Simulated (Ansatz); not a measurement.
`C[NH][In]([Cl])[Cl]` + NH₃ → `[NH2][In]([Cl])[Cl]` + CH₃NH₂ at 400 K and 1 bar (ligand exchange at the In–N bond).

Gas-phase electronic energies from Ansatz, PBE0-D4/def2-TZVP geometries. CCSD(T)/CBS adds triple-zeta CCSD(T) − MP2 to the extrapolated MP2 energy (def2 sets, frozen cores). This one scheme is used for every species. Elements past krypton have def2 core potentials. For In outer-core shells are correlated without core-valence functions, which leaves a few kJ/mol of doubt a bond. Each species was taken in one conformer, which may not be the lowest.

```
              species  CCSD(T)/CBS energy (Eh)  H − E (kJ/mol)  S (J/(mol·K))
`C[NH][In]([Cl])[Cl]`              -1204.63611           182.3          431.5
                  NH₃                -56.50880           104.2          203.1
`[NH2][In]([Cl])[Cl]`              -1165.39137           101.2          384.8
               CH₃NH₂                -95.75281           185.4          256.0
```

H − E and S are ideal-gas, rigid-rotor, harmonic terms from PBE0-D4/def2-TZVP, for one conformer and one mirror image of each species. 1 Eh = 2625.50 kJ/mol, R = 8.31446 J/(mol·K).

Problem. By hand: ΔE, ΔH, ΔS and ΔG.

Solution. ΔE = (-1165.39137) + (-95.75281) − (-1204.63611) − (-56.50880) = 0.00073 Eh = 1.9 kJ/mol. Δ(H − E) = 101.2 + 185.4 − 182.3 − 104.2 = 0.1, so ΔH = 2.0 kJ/mol. ΔS = 384.8 + 256.0 − 431.5 − 203.1 = 6.2 J/(mol·K). ΔG = 2.0 − 400 × (6.2)/1000 = -0.5 kJ/mol.

Problem. By hand: the equilibrium constant, and the temperature at which ΔG would vanish if ΔH and ΔS stayed fixed.

Solution. log₁₀ K = −ΔG/(RT ln 10) = 0.1. ΔG = 0 at ΔH/ΔS = 323 K, though so small a ΔH makes that figure unsure.

TΔS isn't small against ΔH here. The sign of ΔG lies within the doubt. A doubt of 5 kJ/mol in ΔE shifts log₁₀ K by 0.7 here. Other conformers and mirror images would add mixing entropy, several J/(mol·K) or more a flexible species. These are equilibria of isolated gas molecules and say nothing of rates. Largest T1 diagnostic: 0.013 (customary marks: 0.02 for closed shells, 0.045 for open ones).
